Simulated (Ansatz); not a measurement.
C$_{2}$H$_{8}$O$_{3}$Si$_{2}$, SMILES `C=C[SiH](O)O[SiH2]O`. Charge 0, multiplicity 1.

Z-matrix (Å, degrees):
```
Si
C 1 1.845
O 1 1.633 2 109.6
O 1 1.652 2 106.8 3 119.7
H 1 1.484 2 113.2 3 -120.2
C 2 1.330 1 122.8 3 5.2
H 2 1.089 1 118.8 3 -175.1
Si 3 1.638 1 138.2 2 95.2
H 4 0.959 1 116.6 2 155.4
H 6 1.086 2 122.3 1 179.9
H 6 1.086 2 121.5 1 -0.2
O 8 1.638 3 111.2 1 29.1
H 8 1.486 3 107.5 1 -93.0
H 8 1.477 3 109.3 1 146.2
H 12 0.961 8 116.2 3 -46.6
```

Task: Give the diagnostics of a CCSD(T)/def2-TZVPP run (frozen core, the Gaussian-basis code of Ansatz). (Estimate.)

Result: The calculation gave: T1 = 0.0119, largest single amplitude 0.014, largest double 0.058, (T) share of the correlation energy 3.7 %, 9 CCSD cycles. The RHF solution is stable towards an unrestricted one. T1 lies under the customary mark of 0.02 for closed shells.
